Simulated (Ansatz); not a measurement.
This geometry of H2S2SeSn (6 atoms, charge 0, multiplicity 1) is a first-order saddle point.

Level of theory: RKS r2SCAN-D4/def2-SVP (Ansatz).

```xyz
6
Properties=species:S:1:pos:R:3
Se -0.475 1.391 -1.535
Sn -0.371 0.088 0.660
S -0.079 -2.334 0.307
S 1.766 -1.390 0.112
H -1.848 1.846 -1.255
H 1.049 0.335 1.664
```

(1) Which two structures does it join? (They come from a converged band through this point; their orientation in space is the band's.)

(2) How far does it lie above each of them?

Answers

(1) Bonds broken: Sn2–H6. Bonds formed: S4–H6.

Image 0:

```xyz
6
Properties=species:S:1:pos:R:3
Se -0.937 1.051 -1.645
Sn 0.140 -0.093 0.328
S 0.040 -2.493 0.413
S 2.006 -1.539 -0.116
H -1.298 2.204 -0.802
H 0.091 0.806 1.776
```

Image 6:

```xyz
6
Properties=species:S:1:pos:R:3
Se -0.997 0.919 -1.903
Sn -0.996 0.321 0.619
S 0.036 -1.979 0.227
S 1.657 -0.695 0.654
H -1.454 2.295 -1.633
H 1.796 -0.924 1.990
```

(2) 58.8 kJ/mol above the first and 166.9 kJ/mol above the second. This is the barrier of this one path; another mechanism may lie lower. The orbitals stay closed-shell, which can raise the energy where a bond breaks towards radicals; this wasn't checked here.

Run time: 5.5 min on 2 threads of Arm Neoverse V1, with other jobs on the host, peak memory 0.18 GiB.
